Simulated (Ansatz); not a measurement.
`[Br][Sn]([Br])([Br])[Br]` + H₂ → `[Br][SnH]([Br])[Br]` + HBr at 500 K and 1 bar (hydrogenolysis of the Sn–Br bond).

Isolated molecules relaxed with PBE0-D4/def2-TZVP in Ansatz; ΔE leaves out vibrations. CCSD(T)/CBS is the MP2 limit (def2-TZVPP, def2-QZVPP) plus CCSD(T) − MP2 in def2-TZVPP, frozen cores. This one scheme is used for every species. Elements past krypton have def2 core potentials. For Br, Sn outer-core shells are correlated without core-valence functions, which leaves a few kJ/mol of doubt a bond. Scalar relativity is left out up to krypton.

```csv
species,CCSD(T)/CBS energy (Eh),H − E (kJ/mol),S (J/(mol·K))
`[Br][Sn]([Br])([Br])[Br]`,-10507.49850,54.9,468.4
H₂,-1.17544,41.0,145.5
`[Br][SnH]([Br])[Br]`,-7934.72420,64.1,428.4
HBr,-2573.91920,30.5,213.7
```

H − E and S are ideal-gas, rigid-rotor, harmonic terms from PBE0-D4/def2-TZVP. The MP2-based limit puts H₂ 0.8 mEh under its directly extrapolated value; such offsets cancel only in part. 1 Eh = 2625.50 kJ/mol, R = 8.31446 J/(mol·K).

Problem. By hand: ΔE, ΔH, ΔS and ΔG.

Solution. ΔE = (-7934.72420) + (-2573.91920) − (-10507.49850) − (-1.17544) = 0.03054 Eh = 80.2 kJ/mol. Δ(H − E) = 64.1 + 30.5 − 54.9 − 41.0 = -1.3, so ΔH = 78.9 kJ/mol. ΔS = 428.4 + 213.7 − 468.4 − 145.5 = 28.2 J/(mol·K). ΔG = 78.9 − 500 × (28.2)/1000 = 64.8 kJ/mol.

Problem. By hand: the equilibrium constant, and the temperature at which ΔG would vanish if ΔH and ΔS stayed fixed.

Solution. log₁₀ K = −ΔG/(RT ln 10) = -6.8. ΔG = 0 at ΔH/ΔS = 2798 K, far beyond where these terms or the molecules hold.

ΔH outweighs TΔS. A doubt of 5 kJ/mol in ΔE shifts log₁₀ K by 0.5 here. Modes under 60 cm⁻¹, often nearly free rotors, make the harmonic entropy too high. These are equilibria of isolated gas molecules and say nothing of rates. Largest T1 diagnostic: 0.009 (customary marks: 0.02 for closed shells, 0.045 for open ones).
